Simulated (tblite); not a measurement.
Species: C6H13GaOSi.
Atom-mapped SMILES: `[CH2:1]=[C:2]([CH3:3])[C:4]1=[CH:5][GaH2-:6][O+:7]([SiH3:8])[CH2:9]1` (hydrogens: H10, H11 on C1; H12, H13, H14 on C3; H15 on C5; H16, H17 on Ga6; H18, H19, H20 on Si8; H21, H22 on C9)
Bond orders are those of one Lewis drawing.

Computed with GFN2-xTB (tblite), gas phase: L-BFGS steps from a force-field or distance-geometry start until the largest atomic force falls under 0.01 eV/Å.

Step 115: E = -720.1825 eV
```
atom  x, y, z in Å  |  force x, y, z in eV/Å
C1      0.4117   -0.0330    2.6770    0.002  -0.004  -0.056
C2      0.5394    0.7842    1.6317    0.039  -0.026   0.020
C3      0.7334    2.2579    1.8537    0.013  -0.033  -0.026
C4      0.5327    0.3024    0.2401   -0.019   0.021   0.023
C5      1.0822    0.9384   -0.8086   -0.014  -0.014  -0.011
Ga6     0.8334   -0.0529   -2.5342   -0.024   0.030   0.054
O7     -0.5871   -1.1309   -1.3678    0.054   0.055   0.020
Si8    -2.0887   -1.7234   -1.7406   -0.030  -0.035  -0.113
C9     -0.1559   -1.0266   -0.0149   -0.016   0.012   0.034
H10     0.3214   -1.1002    2.5749   -0.020  -0.007   0.020
H11     0.4293    0.3467    3.6865   -0.001  -0.033  -0.057
H12     0.5131    2.5103    2.8888    0.006   0.027  -0.057
H13     0.0919    2.8397    1.1948   -0.018  -0.010   0.008
H14     1.7668    2.5333    1.6470    0.013   0.014   0.001
H15     1.5874    1.8817   -0.6166   -0.036  -0.022   0.006
H16    -0.0474    0.4719   -3.7116    0.010   0.011   0.022
H17     1.8061   -1.2044   -2.9384   -0.004  -0.019   0.009
H18    -2.0757   -1.5842   -3.1879    0.000  -0.016   0.018
H19    -3.0748   -0.8945   -1.0447    0.002   0.022   0.025
H20    -2.1600   -3.1068   -1.2583    0.065   0.027   0.016
H21    -1.0172   -1.1449    0.6474   -0.020   0.027   0.058
H22     0.5477   -1.8456    0.1805   -0.004  -0.026  -0.014
```

Step 116: E = -720.1824 eV
```
atom  x, y, z in Å  |  force x, y, z in eV/Å
C1      0.3918   -0.0229    2.6800    0.040  -0.049  -0.017
C2      0.5429    0.7898    1.6352    0.058   0.025  -0.026
C3      0.7535    2.2622    1.8549    0.015  -0.019  -0.021
C4      0.5412    0.3079    0.2429   -0.012   0.045  -0.012
C5      1.1138    0.9333   -0.8016   -0.051  -0.037   0.034
Ga6     0.8263   -0.0382   -2.5349   -0.009   0.040   0.045
O7     -0.6022   -1.1037   -1.3697   -0.112  -0.034  -0.004
Si8    -2.0854   -1.7587   -1.7471    0.021  -0.016   0.020
C9     -0.1730   -1.0079   -0.0161    0.011   0.034   0.040
H10     0.2960   -1.0904    2.5776   -0.036   0.016   0.024
H11     0.4083    0.3561    3.6906   -0.013  -0.034  -0.085
H12     0.5207    2.5206    2.8862    0.003   0.028  -0.075
H13     0.1298    2.8500    1.1827    0.000  -0.025   0.035
H14     1.7943    2.5261    1.6653   -0.018  -0.009  -0.002
H15     1.6398    1.8660   -0.6049   -0.067  -0.067   0.000
H16    -0.0573    0.5215   -3.6980    0.022  -0.003   0.044
H17     1.7721   -1.2050   -2.9673   -0.018  -0.004   0.013
H18    -2.0830   -1.5944   -3.1906    0.004  -0.007   0.001
H19    -3.1091   -0.9851   -1.0273    0.112  -0.029  -0.036
H20    -2.1079   -3.1579   -1.2868    0.087   0.138  -0.016
H21    -1.0387   -1.1120    0.6428   -0.023   0.042   0.065
H22     0.5160   -1.8381    0.1851   -0.011  -0.033  -0.025
```

Step 117: E = -720.1848 eV
```
atom  x, y, z in Å  |  force x, y, z in eV/Å
C1      0.3992   -0.0281    2.6776    0.041  -0.059   0.004
C2      0.5421    0.7856    1.6332    0.048   0.034  -0.035
C3      0.7449    2.2585    1.8522    0.014  -0.011  -0.012
C4      0.5363    0.3047    0.2415   -0.026   0.018   0.023
C5      1.0980    0.9344   -0.8046   -0.025  -0.004   0.010
Ga6     0.8272   -0.0445   -2.5320   -0.008   0.033   0.024
O7     -0.5964   -1.1153   -1.3688   -0.018   0.017   0.015
Si8    -2.0868   -1.7418   -1.7454    0.011  -0.052  -0.044
C9     -0.1670   -1.0161   -0.0151   -0.002   0.011   0.035
H10     0.3076   -1.0957    2.5764   -0.036   0.004   0.021
H11     0.4198    0.3517    3.6871   -0.015  -0.032  -0.060
H12     0.5189    2.5171    2.8841   -0.008   0.021  -0.040
H13     0.1122    2.8416    1.1864   -0.018  -0.004   0.005
H14     1.7813    2.5303    1.6557    0.015  -0.006  -0.016
H15     1.6145    1.8709   -0.6082   -0.039  -0.028  -0.001
H16    -0.0494    0.5017   -3.7039    0.009   0.003   0.031
H17     1.7879   -1.2010   -2.9509   -0.008  -0.022   0.008
H18    -2.0808   -1.5906   -3.1902    0.004  -0.010  -0.003
H19    -3.0905   -0.9449   -1.0355    0.020   0.023   0.012
H20    -2.1290   -3.1318   -1.2706    0.074   0.068  -0.005
H21    -1.0299   -1.1269    0.6468   -0.022   0.035   0.047
H22     0.5295   -1.8405    0.1832   -0.008  -0.039  -0.020
```

Step 118: E = -720.1862 eV
```
atom  x, y, z in Å  |  force x, y, z in eV/Å
C1      0.3962   -0.0265    2.6791    0.061  -0.005  -0.050
C2      0.5442    0.7858    1.6329    0.026  -0.014   0.023
C3      0.7503    2.2578    1.8494    0.018   0.009  -0.008
C4      0.5349    0.3035    0.2429   -0.033  -0.004   0.030
C5      1.0969    0.9306   -0.8038   -0.020   0.007  -0.003
Ga6     0.8215   -0.0422   -2.5317    0.001   0.025   0.010
O7     -0.5965   -1.1175   -1.3663    0.016   0.032   0.039
Si8    -2.0821   -1.7468   -1.7492   -0.020  -0.041  -0.065
C9     -0.1721   -1.0154   -0.0107   -0.009  -0.015   0.034
H10     0.3018   -1.0934    2.5811   -0.040  -0.017   0.012
H11     0.4191    0.3560    3.6866   -0.018  -0.024  -0.029
H12     0.5194    2.5204    2.8787   -0.012   0.019  -0.019
H13     0.1216    2.8407    1.1797   -0.016   0.000  -0.003
H14     1.7882    2.5278    1.6587    0.015  -0.010  -0.024
H15     1.6154    1.8648   -0.6063   -0.023  -0.002  -0.003
H16    -0.0564    0.5081   -3.7004    0.004   0.003   0.032
H17     1.7851   -1.1930   -2.9595   -0.011  -0.025   0.009
H18    -2.0752   -1.5816   -3.1941   -0.001  -0.020   0.030
H19    -3.0868   -0.9588   -1.0298    0.016   0.020   0.001
H20    -2.1190   -3.1384   -1.2813    0.071   0.050  -0.009
H21    -1.0380   -1.1206    0.6501    0.002   0.036   0.017
H22     0.5213   -1.8420    0.1929   -0.026  -0.023  -0.023
```

Problem. Estimate the geometry and energy of step 119. (The exact step hangs on the optimiser's Hessian estimate; all steps are aligned on step 118, rigid shifts and turns removed.)

Solution. E = -720.1885 eV, largest force 0.092 eV/Å
```
atom  x, y, z in Å  |  force x, y, z in eV/Å
C1      0.3873   -0.0227    2.6783    0.082  -0.037   0.018
C2      0.5481    0.7862    1.6331    0.011   0.021  -0.005
C3      0.7629    2.2568    1.8446    0.010   0.043   0.007
C4      0.5328    0.3035    0.2456   -0.011  -0.020   0.001
C5      1.1033    0.9240   -0.8002   -0.026   0.014   0.012
Ga6     0.8109   -0.0351   -2.5282    0.026   0.004  -0.030
O7     -0.6030   -1.1094   -1.3627   -0.011   0.015   0.041
Si8    -2.0770   -1.7626   -1.7573    0.018  -0.007   0.001
C9     -0.1850   -1.0086   -0.0047   -0.016  -0.035   0.007
H10     0.2846   -1.0892    2.5870   -0.044  -0.020  -0.010
H11     0.4158    0.3625    3.6834   -0.026  -0.010   0.020
H12     0.5222    2.5279    2.8684   -0.018   0.013   0.026
H13     0.1417    2.8396    1.1678   -0.004   0.004  -0.020
H14     1.8038    2.5232    1.6662    0.015  -0.022  -0.044
H15     1.6315    1.8506   -0.5986   -0.008   0.028  -0.008
H16    -0.0641    0.5312   -3.6900   -0.010   0.004   0.030
H17     1.7701   -1.1830   -2.9756   -0.020  -0.027   0.014
H18    -2.0712   -1.5764   -3.1983   -0.007  -0.022   0.007
H19    -3.0880   -0.9994   -1.0198    0.003   0.019  -0.014
H20    -2.0847   -3.1563   -1.2982    0.060   0.024  -0.019
H21    -1.0542   -1.1034    0.6553    0.022   0.032  -0.021
H22     0.5020   -1.8400    0.2030   -0.046  -0.020  -0.015
```

The energy changes by -0.0024 eV. The first-order estimate −F·Δx gives -0.0037 eV and the mean of the old and new forces, exact on a quadratic surface, -0.0024 eV. The step makes an angle of 79° with the force vector and moves no atom by more than 0.042 Å.

What follows is the cost of the whole relaxation. Hardware: one thread, Arm Neoverse N1 (aarch64), shared host with 64 logical CPUs at a one-minute load of 60. Cost: 4.6 s.
